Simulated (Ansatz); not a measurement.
Input file for Ansatz (a first-principles code): R-PBE/def2-TZVPP on FH3Si (SMILES F[SiH3]).

Ansatz 0.2 input:
```yaml
crystal:
  periodic: [false, false, false]
  atoms:
    - {symbol: Si, position_ang: [-0.04229528, 0.00113394, -0.00933221]}
    - {symbol: F, position_ang: [1.52561026, -0.04016632, 0.33677789]}
    - {symbol: H, position_ang: [-0.38344659, 1.36894952, -0.45033306]}
    - {symbol: H, position_ang: [-0.30454826, -0.97405984, -1.08729506]}
    - {symbol: H, position_ang: [-0.79542014, -0.35575730, 1.21018244]}
basis:
  gaussian:
    orbitals: def2-TZVPP
hamiltonian:
  xc: {name: PBE}
scf: {lower_state_search: off}
```

It printed:

```
WARN ansatz: RAYON_NUM_THREADS=4 ignored (pool sized by the plan → 4); use --threads N
Functional definition: PBE
these checks for a lower state are left out or cut short: stability, starts, cluster_reference, orbital_swaps, neighbouring_geometries, increment
integrals: 0.03 GiB planned
621 factors; their error is unknown
mean field: 0.27 GiB planned
mean field evaluation 1: about -10637.4604 eV, gradient 3.4e1 eV
mean field evaluation 2: about -10633.0075 eV, gradient 6.8e1 eV
mean field evaluation 4: about -10639.2832 eV, gradient 1.1e0 eV
mean field evaluation 8: about -10639.2674 eV, gradient 2.7e-2 eV
mean field evaluation 16: about -10639.2674 eV, gradient 7.3e-6 eV
mean field -10639.26743514 eV, -390.9858666870 hartree, gradient 7.3e-6 eV, S^2 0.000000; 0 other end points of the search recorded, 0 dependent functions left out
reference -10639.26746669 eV, -390.9858678465 hartree; 13, 13 occupied and 102, 102 virtual orbitals, 621 factors
Total energy: -10639.26746669 eV, -390.9858678465 hartree
Checks for a lower state left out: stability, starts, cluster_reference, orbital_swaps, neighbouring_geometries, increment
```

The calculation finished and met its thresholds.

Cost: around 0.7 core-seconds (rough).
